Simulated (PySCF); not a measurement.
```xyz
4
charge 0 multiplicity 1, angstrom
Hf    0.0120   -0.7209    0.0000
S     1.9817   -1.7367    0.0000
I    -0.2542    0.7435   -2.2712
I    -0.2542    0.7435    2.2712
```

These are results of PBE/[Hf def2-SVP with ECP60, S def2-SVP, I def2-SVP with ECP28], scalar-relativistic core potentials, density fitting, no spin–orbit coupling, PySCF, not measurements.

This geometry of HfSI2 is a stationary point at this level.

Problem. What is the point group?

Solution. Cs.

Problem. Is it a minimum?

Solution. Yes: all harmonic wavenumbers are real, though the softest, 41 cm⁻¹, leaves little margin.

Problem. List the harmonic modes with their infrared intensities.

Solution. 
```csv
symmetry,ω (cm⁻¹),IR (km/mol)
a',41,1.7
a',73,4.9
a'',96,0.2
a',180,8.3
a'',210,30.9
a',495,42.7
```

Problem. What is the atomisation energy, with and without zero-point energy?

Solution. 1300 kJ/mol without, 1293 kJ/mol with.

Other isomers or separated fragments may lie lower. With an element this heavy the missing spin–orbit coupling can shift these numbers.
